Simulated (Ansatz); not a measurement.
Reaction (formal hydrolysis of the Si–Cl bond): `Cl[Si]1(Br)CC1` + H₂O → `O[Si]1(Br)CC1` + HCl

Computed with Ansatz on PBE0-D4/def2-TZVP structures; ΔE is electronic, products minus reactants. CCSD(T)/CBS adds triple-zeta CCSD(T) − MP2 to the extrapolated MP2 energy (def2 sets, frozen cores). This one scheme is used for every species. Functionals use def2-TZVPP. For Br outer-core shells are correlated without core-valence functions, which leaves a few kJ/mol of doubt a bond. Scalar relativity is left out up to krypton. Each species was taken in one conformer, which may not be the lowest.

`Cl[Si]1(Br)CC1`:

```xyz
9

Cl    2.550   -0.764    0.586
Si    0.715   -0.628   -0.279
Br    0.512   -2.063   -1.928
C    -0.729   -0.127    0.702
C    -0.172    0.956   -0.310
H    -1.712   -0.523    0.469
H    -0.611    0.113    1.754
H     0.273    1.836    0.145
H    -0.826    1.200   -1.141
```

H₂O:

Cartesian coordinates in Å:
```
O 0.234 -0.283 0.129
H 0.054 -0.045 -0.783
H -0.288 0.328 0.654
```

`O[Si]1(Br)CC1`:

Cartesian coordinates in Å:
```
O -0.042 0.900 -1.895
Si -0.430 -0.037 -0.619
Br -2.161 -1.333 -1.073
C 0.791 -0.608 0.598
C -0.158 0.588 1.055
H 0.011 0.482 -2.757
H 1.838 -0.342 0.489
H 0.654 -1.541 1.136
H 0.343 1.540 1.204
H -0.847 0.352 1.860
```

HCl:

Cartesian coordinates in Å:
```
Cl 0.028 -0.347 0.537
H -0.028 0.347 -0.537
```

```json
{"species": "`Cl[Si]1(Br)CC1`", "r2SCAN energy (Eh)": "-3402.47113"}
{"species": "H₂O", "r2SCAN energy (Eh)": "-76.42320"}
{"species": "`O[Si]1(Br)CC1`", "r2SCAN energy (Eh)": "-3018.10873"}
{"species": "HCl", "r2SCAN energy (Eh)": "-460.78587"}
```

Q: Work out ΔE.

A: ΔE = (-3018.10873) + (-460.78587) − (-3402.47113) − (-76.42320) = -0.00027 Eh = -0.7 kJ/mol. CCSD(T)/CBS gives +2.7 kJ/mol.

Largest T1 diagnostic among the species: 0.009.

The D4 term adds +3.6 kJ/mol with B3LYP and +2.0 kJ/mol with PBE0; it sums over pairs of atoms, weighted by their polarisabilities, and B3LYP, whose exchange is more repulsive, gets the larger term. In def2-TZVPP, CCSD(T) changes the Hartree–Fock value by +7.6 kJ/mol (the triples alone add +2.0 kJ/mol) and MP2 by +12.7 kJ/mol.

B3LYP here is the variant with VWN-RPA as its local correlation; programs differ in this.
